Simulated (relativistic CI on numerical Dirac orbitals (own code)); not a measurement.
**Nb4+: resonant inelastic scattering at the L2,3 edge**

Computed with this model: Dirac-Coulomb-Breit CI, separate exchange-only KLI orbitals for each configuration, model QED (radiative potential, 1s self-energy scaled to tabulated hydrogen-like ionisation energies), valence Slater integrals scaled by 0.7, Kramers-Heisenberg scattering through one core-hole configuration in a parametric crystal field; configurations [Kr] 4d → [He] 2s2 2p5 3s2 3p6 3d10 4s2 4p6 4d2; 10 K; core-hole width 1.6 eV; summed over polarisations. Incident energies are the highest absorption maxima for each field (at most a few, so the weaker spin-orbit partner edge can be absent), on the computed scale of the free ion. Intensities are in per cent of the strongest line above 0.02 eV; levels within 1 cm⁻¹ are merged; final levels count from the ground level, the first row holds all elastic scattering, lines under 0.4 are left out and each table stops after 24 rows. The scale of the Slater integrals is a model choice and moves the terms in proportion.

Field parameters in Wybourne normalisation: Td as Oh with Dq negative (B⁴₀ = 21Dq, B⁴₄ = √(5/14) B⁴₀). The field is a parameter set, without covalency.

S is read from ⟨S²⟩ = S(S + 1).

Td, 10Dq = -3200 cm⁻¹:

```tsv
Final level (eV)	Degeneracy	Irrep	S	2377.3 eV	2470.9 eV
0.000	4	Γ8	0.50	1517.7	243.4
0.412	4	Γ8	0.50	100.0	43.9
0.512	2	Γ7	0.50	29.7	4.2
```

Td, 10Dq = -7250 cm⁻¹:

| Final level (eV) | Degeneracy | Irrep | S | 2377.3 eV | 2470.8 eV |
| --- | --- | --- | --- | --- | --- |
| 0.000 | 4 | Γ8 | 0.50 | 1492.3 | 266.3 |
| 0.881 | 4 | Γ8 | 0.50 | 100.0 | 50.2 |
| 0.998 | 2 | Γ7 | 0.50 | 47.5 | 3.9 |

Td, 10Dq = -11350 cm⁻¹:

```csv
Final level (eV),Degeneracy,Irrep,S,2377.4 eV,2471.1 eV
0.000,4,Γ8,0.50,1659.9,279.1
1.380,4,Γ8,0.50,100.0,60.8
1.501,2,Γ7,0.50,66.6,4.2
```

For the first field the strongest loss at the lowest incident energy is the level at 0.41 eV (S = 0.50, against 0.50 in the thermal ground state).
